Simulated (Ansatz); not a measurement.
Reaction (formal exchange of groups at the Se–C bond): `O[SiH2]/C=C/[SeH]` + `C/C=C\F` → `C/C=C(\F)[SeH]` + `C=C[SiH2]O`

Computed with Ansatz on PBE0-D4/def2-TZVP structures; ΔE is electronic, products minus reactants. CBS: MP2 limit from def2 TZ/QZ plus the TZ coupled-cluster correction, frozen cores. Double bonds are as drawn, so ΔE can hold a change between cis and trans. Functionals use def2-TZVPP. For Se outer-core shells are correlated without core-valence functions, which leaves a few kJ/mol of doubt a bond. Scalar relativity is left out up to krypton. One conformer a species, not always the lowest.

`O[SiH2]/C=C/[SeH]`:

Cartesian coordinates in Å:
```
O -0.238 1.021 -2.327
Si 0.492 -0.072 -1.329
C -0.591 -0.349 0.136
C -0.150 -0.076 1.364
Se -1.158 -0.359 2.939
H 0.003 1.000 -3.253
H 0.722 -1.335 -2.088
H 1.803 0.427 -0.827
H -1.594 -0.752 0.004
H 0.841 0.332 1.534
H -0.130 0.163 3.847
```

`C/C=C\F`:

Cartesian coordinates in Å:
```
C 0.194 0.620 0.940
C -0.511 -0.236 -0.053
C 0.000 -0.683 -1.185
F 1.254 -0.401 -1.570
H -0.338 1.564 1.089
H 0.243 0.126 1.915
H 1.211 0.847 0.621
H -1.536 -0.531 0.148
H -0.518 -1.306 -1.905
```

`C/C=C(\F)[SeH]`:

```xyz
10

C    -0.835   -1.016    0.867
C    -0.493   -0.058   -0.219
C     0.603    0.685   -0.256
F     1.540    0.588    0.699
Se    0.930    2.047   -1.535
H    -0.080   -1.021    1.653
H    -1.800   -0.761    1.316
H    -0.927   -2.032    0.471
H    -1.179    0.054   -1.050
H     2.240    1.515   -1.945
```

`C=C[SiH2]O`:

Cartesian coordinates in Å:
```
C 0.181 -1.042 1.254
C 0.478 -0.857 -0.029
Si -0.183 0.566 -1.022
O -1.015 1.627 -0.072
H -0.482 -0.364 1.785
H 0.576 -1.875 1.829
H 1.143 -1.573 -0.513
H 0.957 1.240 -1.708
H -1.151 0.098 -2.045
H -0.504 2.178 0.521
```

Task: Is it downhill or uphill in electronic energy at CCSD(T)/CBS, and by how much? (Best estimate.)

Result: Ansatz gave: Uphill: ΔE = +3.0 kcal/mol.

Task: What do these levels give: PBE-D4, ωB97X-V, ωB97M-V, HF/def2-TZVPP, SCS-MP2/def2-TZVPP, MP2/CBS(def2)? (Estimate.)

Result: The calculation gave: PBE-D4 3.5, ωB97X-V 2.4, ωB97M-V 2.4, HF/def2-TZVPP 3.3, SCS-MP2/def2-TZVPP 3.2, MP2/CBS(def2) 3.5 kcal/mol.

Largest T1 diagnostic among the species: 0.011.
